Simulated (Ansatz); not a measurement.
Molecule: C₂H₄BO₂, net charge 0, doublet state. SMILES: [CH]=CB(O)O
Geometry: optimised at B3LYP-D3(BJ)/def2-TZVP (Ansatz, an electronic-structure program).

Wanted: atomisation energy, in kcal/mol. Conventions: atomisation electronic, to ground-state atoms; frozen cores in correlated levels; non-relativistic; dispersion terms only where a functional's name holds one; UHF or UKS for open shells; no spin-orbit coupling; 6-31G* and kin with 6d, 5d where marked. Ab initio and DFT rows: single points at B3LYP-D3(BJ) geometries (Ansatz). A UHF reference is markedly spin-contaminated in at least one set, which strains HF and MP2.

```json
[
 {"species": "[CH]=CB(O)O", "coefficient": "-1", "E at MP2/6-31G* (Ansatz), Eh": "-253.14173", "E at wB97X-V/def2-TZVPD (Ansatz), Eh": "-253.94623"},
 {"species": "B atom", "coefficient": "+1", "E at MP2/6-31G* (Ansatz), Eh": "-24.55872", "E at wB97X-V/def2-TZVPD (Ansatz), Eh": "-24.65384"},
 {"species": "C atom", "coefficient": "+2", "E at MP2/6-31G* (Ansatz), Eh": "-37.73297", "E at wB97X-V/def2-TZVPD (Ansatz), Eh": "-37.84665"},
 {"species": "H atom", "coefficient": "+4", "E at MP2/6-31G* (Ansatz), Eh": "-0.49823", "E at wB97X-V/def2-TZVPD (Ansatz), Eh": "-0.50049"},
 {"species": "O atom", "coefficient": "+2", "E at MP2/6-31G* (Ansatz), Eh": "-74.88004", "E at wB97X-V/def2-TZVPD (Ansatz), Eh": "-75.06921"}
]
```

 1 Eh = 627.5095 kcal/mol.

### Question
Work the quantity out at each level.

### Answer

- MP2/6-31G*: the sum of coefficient times E is 1.36407 Eh, or 855.97 kcal/mol. Result: 856.0 kcal/mol.
- wB97X-V/def2-TZVPD: the sum of coefficient times E is 1.45871 Eh, or 915.35 kcal/mol. Result: 915.4 kcal/mol.
